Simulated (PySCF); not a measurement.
**Au (gold, neutral) across methods**

[Xe] 4f14 5d9 6s2, 2D determinant (an excited configuration). Computed with PySCF 2.14 in aug-cc-pVTZ-PP with one added diffuse shell each of s, p, d, f, g type with ECP60MDF (7s7p6d4f3g, 113 functions), with scalar relativity through the core potential.

| method | E (hartree) | mean ε 5d β (eV) | mean ε 6s α (eV) | mean ε 6s β (eV) | Σ⟨r²⟩ (bohr²) | ⟨S²⟩ |
| --- | --- | --- | --- | --- | --- | --- |
| wB97X-V | -135.5895 | -12.786 | -9.448 | -9.197 | 54.11 | 0.751 |
| PBE0 | -135.6261 | -10.340 | -7.488 | -7.177 | 54.07 | 0.752 |
| r2SCAN0 | -135.6304 | -10.574 | -7.703 | -7.389 | 53.81 | 0.753 |
| r2SCAN | -135.6885 | -8.961 | -6.948 | -6.673 | 53.78 | 0.753 |
| PBE | -135.6719 | -8.653 | -6.728 | -6.463 | 54.21 | 0.751 |
| UHF | -134.71874 | -14.603 | -8.880 | -8.395 | 55.11 | 0.754 |
| r2SCANh | -135.6651 | -9.602 | -7.252 | -6.961 | 53.79 | 0.753 |
| LDA | -135.4308 | -8.790 | -7.038 | -6.797 | 54.19 | 0.751 |

Energies and moments cover only the electrons outside the core potential. Spin-orbit coupling, absent here, splits the open shell strongly.
